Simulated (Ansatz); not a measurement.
Reaction (formal exchange of groups at the Se–H bond): `[SiH3][SeH]` + `C/C(BN)=C\F` → `NB[Se][SiH3]` + `C/C=C\F`

Program: Ansatz. Geometries: PBE0-D4/def2-TZVP. ΔE: electronic, gas phase. CBS: MP2 limit from def2 TZ/QZ plus the TZ coupled-cluster correction, frozen cores. Double bonds are as drawn, so ΔE can hold a change between cis and trans. DFT in def2-TZVPP. B3LYP here is the variant with VWN-RPA as its local correlation; programs differ in this. For Se outer-core shells are correlated without core-valence functions, which leaves a few kJ/mol of doubt a bond. Scalar relativity is left out up to krypton. One conformer a species, not always the lowest.

`[SiH3][SeH]`:

```xyz
6

Si   -0.152   -0.469    0.297
Se    0.467    0.738   -1.534
H     0.895   -0.437    1.348
H    -0.326   -1.855   -0.202
H    -1.428    0.028    0.868
H     0.545    1.995   -0.776
```

`C/C(BN)=C\F`:

Cartesian coordinates in Å:
```
C -0.042 1.109 0.968
C -0.222 -0.263 0.391
B 0.211 -0.625 -1.051
N 0.795 0.324 -1.888
C -0.767 -1.254 1.090
F -1.196 -1.116 2.351
H 1.017 1.385 0.988
H -0.426 1.185 1.985
H -0.556 1.857 0.357
H 0.051 -1.735 -1.477
H 1.087 0.119 -2.827
H 0.967 1.277 -1.612
H -0.919 -2.262 0.723
```

`NB[Se][SiH3]`:

Cartesian coordinates in Å:
```
N -1.382 -0.121 -0.879
B -0.296 -0.881 -1.286
Se 1.485 -0.859 -0.462
Si 1.113 0.537 1.290
H -2.267 -0.177 -1.354
H -1.369 0.555 -0.134
H -0.405 -1.622 -2.215
H 0.301 -0.115 2.350
H 0.386 1.760 0.848
H 2.434 0.924 1.842
```

`C/C=C\F`:

Z-matrix (Å, degrees):
```
C
C 1 1.489
H 1 1.094 2 110.9
H 1 1.094 2 110.9 3 118.6
H 1 1.090 2 111.5 3 -120.7
C 2 1.320 1 125.7 3 120.9
H 2 1.085 1 118.7 3 -59.1
F 6 1.342 2 122.5 1 -0.0
H 6 1.083 2 125.4 1 180.0
```

```tsv
level	ΔE (kJ/mol)	difference from CCSD(T)/CBS
PBE-D4	-32.1	1.6
r2SCAN-D4	-30.8	2.9
PBE0-D4	-32.6	1.1
B3LYP-D4	-30.3	3.4
ωB97X-V	-30.0	3.7
ωB97M-V	-29.2	4.5
B2PLYP	-30.4	3.3
PBE	-31.1	2.6
r2SCAN	-30.9	2.8
PBE0	-31.7	2.0
B3LYP	-28.3	5.4
HF/def2-TZVPP	-29.0	4.7
MP2/def2-TZVPP	-34.8	-1.1
SCS-MP2/def2-TZVPP	-32.9	0.8
CCSD/def2-TZVPP	-31.6	2.1
CCSD(T)/def2-TZVPP	-32.2	1.5
HF/def2-QZVPP	-28.1	5.6
MP2/def2-QZVPP	-35.3	-1.6
SCS-MP2/def2-QZVPP	-33.3	0.4
HF/CBS(def2)	-28.0	5.7
MP2/CBS(def2)	-36.2	-2.5
CCSD/CBS(def2)	-33.1	0.6
CCSD(T)/CBS	-33.7	0
```

Largest T1 diagnostic among the species: 0.012.

In def2-TZVPP, CCSD(T) changes the Hartree–Fock value by −3.2 kJ/mol (the triples alone add −0.6 kJ/mol) and MP2 by −5.8 kJ/mol.
